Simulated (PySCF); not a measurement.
Geometry:
```csv
atom,x (Å),y (Å),z (Å)
C1,-2.182,0.383,0.209
C2,-1.087,-0.345,-0.522
O3,-1.134,-0.575,-1.708
Si4,0.520,-0.912,0.423
Si5,2.243,0.492,-0.318
H6,-2.595,-0.261,1.003
H7,-2.976,0.676,-0.493
H8,-1.770,1.274,0.711
H9,0.366,-0.816,1.910
H10,0.786,-2.331,0.045
H11,3.539,0.149,0.342
H12,2.386,0.357,-1.798
H13,1.895,1.910,0.012
```

[PySCF 2.14.0 with density-fitted response routines: σ from GIAO-PBE0/pcSseg-1; PBE0-D3(BJ)/def2-SVP structure; non-relativistic Hamiltonian; single conformer; equivalent nuclei averaged; in vacuum]

Chemical shifts δ = σref − σ; ¹³C, ¹H, ²⁹Si against TMS; H2O for ¹⁷O, all at this level.

```csv
atoms,nucleus,count,δ (ppm)
C1,¹³C,1,42.5
H9/H10,¹H,2,?
Si4,²⁹Si,1,-89.9
H11/H12/H13,¹H,3,3.57
H6/H7/H8,¹H,3,2.44
C2,¹³C,1,238.9
O3,¹⁷O,1,857.1
Si5,²⁹Si,1,?
```

**Question.** Fill in the missing shifts.

**Answer.** 
- H9/H10: 4.11 ppm, hydrogen on a silicon bonded to C, Si
- Si5: -104.8 ppm, silicon bonded to Si, 3 H

Shifts are as computed. Against solution values, carbons near 30 ppm lie about +2 ppm off and those near 130 ppm about +5 ppm. Of 1211 compounds with measured shifts, 218 miss one by over three times the rms of a fit or turn the order of signals round; such compounds aren't used in these exercises. Unscaled 17O shifts of doubly bonded oxygen tend to come out too high, by tens of ppm or more. Experimental scales use liquid or dissolved standards, which lie at an offset from isolated H2O (liquid H2O: subtract about 36 ppm).
